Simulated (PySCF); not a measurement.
Correlation energy of W (tungsten, neutral)

[Xe] 4f14 5d3 6s2 7s1, 7s spin antiparallel (an excited configuration). Calculation: PySCF 2.14, in aug-cc-pwCVDZ-PP with ECP60MDF (6s6p5d3f, 70 functions); scalar relativity through the core potential. Frozen: 5s2 5p6; 6 electrons correlated.

MP2 pair energies summed by pair of shells (mhartree):

| pair | energy | share (%) |
| --- | --- | --- |
| 5d-6s | -34.56 | 46.1 |
| 6s-6s | -20.30 | 27.1 |
| 5d-5d | -12.94 | 17.3 |
| 6s-7s | -4.86 | 6.5 |
| 5d-7s | -2.23 | 3.0 |

Total MP2 correlation energy: -74.89 mhartree.

Same-spin part -27.25 and opposite-spin part -47.64 mhartree; SCS-MP2 scales them by 1/3 and 6/5 to -66.25 mhartree.
